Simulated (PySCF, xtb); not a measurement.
ClF2H2NSi, SMILES [Si](F)(N)(F)Cl. Other conformers were not sampled.

Harmonic wavenumbers (cm⁻¹) from xtb with GFN2-xTB at its own minimum, in rising order: 17, 161, 182, 240, 252, 259, 405, 522, 779, 820, 908, 987, 1487, 3500, 3536.

What does PBE-D3(BJ)/def2-SVP run with PySCF 2.14.0 give at its own minimum? (The exact figures need the calculation; the answer reports its results.)

72, 189, 245, 301, 310, 321, 357, 548, 782, 811, 950, 977, 1483, 3509, 3606. Paired by order, the mean absolute difference is 37 cm⁻¹ and the zero-point energies are 20.1 and 20.7 kcal/mol.
